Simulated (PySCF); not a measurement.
## C4H7ClNO: g tensor and hyperfine couplings

Species: C4H7ClNO (doublet state).
Cartesian coordinates in Å at the GFN2-xTB level; atoms count from 1:
```xyz
14
C4H7ClNO angstrom
N     -1.5941    0.8867    0.1733
C     -1.5873   -0.3142    0.7602
O     -2.5754   -0.9219    1.0917
C     -0.1592   -0.8726    1.0338
C      0.7736   -0.7040   -0.0866
C      1.8349    0.2395   -0.0835
Cl     1.2576    1.9783   -0.8042
H     -2.4816    1.3198   -0.0242
H     -0.7431    1.3516   -0.1187
H     -0.3119   -1.9313    1.2570
H      0.2035   -0.3666    1.9311
H      0.5566   -1.2378   -0.9987
H      2.6454    0.0254   -0.7711
H      2.1804    0.5468    0.8978
```

The hyperfine couplings belong to this conformer and change with its torsions.

Identity: `NC(=O)C[CH]CCl` [radical].

Level of theory: UKS B3LYP, pcH-1 on C Cl H N O, non-relativistic, mean-field spin-orbit, GIAO (PySCF 2.14.0). The structure is a single GFN2-xTB conformer in the gas phase; no vibrational or solvent corrections. Couplings are sensitive to structure, and on GFN2-xTB geometries they can be far from those on DFT ones. No stability test was run, so a lower SCF solution isn't excluded.

```
g1, g2, g3        : 2.00212, 2.00412, 2.00648
g_iso             : 2.00424
Form of g         : rhombic: the two nearest values differ by 46 % of g3 − g1
⟨S²⟩              : 0.7563 (exact 0.7500)
α and β electrons : 32, 31
Total energy      : -746.81096 Eh
```

Isotropic coupling and dipolar principal values T1 to T3, in mT (MHz turned into mT with g_iso):

| atom | isotope | a_iso | of which spin–orbit | T1 | T2 | T3 | Mulliken spin population |
| --- | --- | --- | --- | --- | --- | --- | --- |
| N1 | 14N | 0.02 | 0.00 | -0.04 | -0.01 | 0.05 | 0.01 |
| C2 | 13C | 2.34 | 0.00 | -0.21 | -0.18 | 0.39 | 0.04 |
| O3 | 17O | -0.05 | 0.00 | -0.36 | 0.15 | 0.21 | 0.03 |
| C4 | 13C | -1.02 | 0.00 | -0.10 | 0.01 | 0.09 | -0.07 |
| C5 | 13C | 2.59 | 0.00 | -2.40 | -2.37 | 4.77 | 0.83 |
| C6 | 13C | 0.26 | -0.01 | -0.15 | -0.02 | 0.16 | -0.06 |
| Cl7 | 35Cl | 1.80 | 0.06 | -1.44 | -1.41 | 2.85 | 0.20 |
| H8 | 1H | -0.01 | 0.00 | -0.08 | -0.04 | 0.12 | 0.00 |
| H9 | 1H | -0.01 | 0.00 | -0.20 | -0.02 | 0.23 | 0.00 |
| H10 | 1H | 2.65 | 0.00 | -0.16 | -0.13 | 0.28 | 0.03 |
| H11 | 1H | 0.25 | 0.00 | -0.13 | -0.12 | 0.25 | 0.00 |
| H12 | 1H | -1.81 | 0.00 | -1.10 | -0.06 | 1.16 | -0.04 |
| H13 | 1H | 1.03 | 0.00 | -0.24 | -0.05 | 0.28 | 0.01 |
| H14 | 1H | 0.47 | 0.00 | -0.21 | -0.07 | 0.28 | 0.01 |

Largest spin populations (Mulliken): C5 (+0.83), Cl7 (+0.20) and C4 (-0.07). The positive populations add up to 1.16 and the negative ones to -0.16, together 2S = 1. The angles at C5 add up to 359.5°, so it is planar; its axial dipolar tensor and the negative coupling of its proton fit spin in a p orbital normal to that plane.

Axes: g1 points within 10° of the C6–Cl7 bond.

Under fast tumbling the dipolar parts average out, and these isotropic splittings remain: 1 × 1H (H12, I = 1/2, 2 lines) with 1.81 mT, 1 × 35Cl (Cl7, I = 3/2, 4 lines) with 1.80 mT, 2 × 1H (H10/H11, I = 1/2, 3 lines) with 1.45 mT and 2 × 1H (H13/H14, I = 1/2, 3 lines) with 0.75 mT.

Nuclei that the bonding pattern makes equivalent are averaged, as if the motion that swaps them (rotation, inversion, ring flip) were fast. H8 and H9 aren't averaged: N1 is flat or nearly so (angle sum 360°), and its turn about the short N1–C2 bond (1.34 Å) is taken as slow. The 1H value of +40.6 MHz is a mean of couplings from 6.9 to 74.3 MHz in this one geometry, not an average over conformers. The 1H value of +21.1 MHz is a mean of couplings from 13.2 to 29.0 MHz in this one geometry, not an average over conformers.

Main isotope only: 35Cl (natural samples also hold 24 % 37Cl, magnetic too, which adds its own pattern).

The 13C coupling of C5 (72.7 MHz) shows only in satellite lines or after enrichment, since that isotope makes up about 1.07 % of natural carbon.
